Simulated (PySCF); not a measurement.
A structure optimised at PBE0-D3(BJ)/def2-SVP (Å):
```
atom  x, y, z in Å
C1     2.738    0.344    0.116
C2     1.751   -0.354    0.044
C3     0.551   -1.169   -0.055
C4    -0.558   -0.525   -0.895
C5    -1.103    0.784   -0.349
F6    -2.031    1.252   -1.259
C7    -1.791    0.674    1.000
S8    -0.615    0.215    2.303
S9    -0.092   -1.656    1.603
H10    3.619    0.954    0.187
H11    0.813   -2.141   -0.508
H12   -1.389   -1.240   -0.992
H13   -0.168   -0.324   -1.906
H14   -0.292    1.530   -0.279
H15   -2.196    1.657    1.287
H16   -2.620   -0.050    0.963
```

Charge 0, singlet.

Which heavy atoms are bonded, and with what formal order?

C1–C2 1.21 Å (triple); C2–C3 1.45 Å (single); C3–C4 1.53 Å (single); C4–C5 1.52 Å (single); C5–F6 1.38 Å (single); C5–C7 1.52 Å (single); C7–S8 1.81 Å (single); S8–S9 2.06 Å (single); C3–S9 1.84 Å (single). Bonds to hydrogen (Å): C1–H10 1.07; C3–H11 1.10; C4–H12 1.10; C4–H13 1.10; C5–H14 1.10; C7–H15 1.10; C7–H16 1.10.

Which species is it?

`C#C[C@@H]1C[C@@H](F)CSS1`, C6H7FS2. Among its features: alkyne and C–F bond.

What is the point group of this geometry?

C1 (no symmetry element, even within 0.4 Å).

Which rings does it hold (smallest set)?

C3–C4–C5–C7–S8–S9 (6 members, 0.32 Å rms from planarity).

Describe the place of each heavy atom.

C1: terminal alkyne carbon; C2: alkyne carbon; C3: sp3 carbon bound to sulfur; C4: ring CH2 carbon; C5: sp3 C–F carbon; F6: alkyl fluorine; C7: sp3 carbon bound to sulfur; S8: disulfide sulfur; S9: disulfide sulfur.

What is the arrangement about C3?

It has 4 neighbours (C2, C4, S9, H11) and is distorted tetrahedral (angles from 102.7° to 113.5°).

What is the arrangement about S9?

It has 2 neighbours (S8, C3) and is bent (angle 98.9°).

The numbers are calculated, not measured.
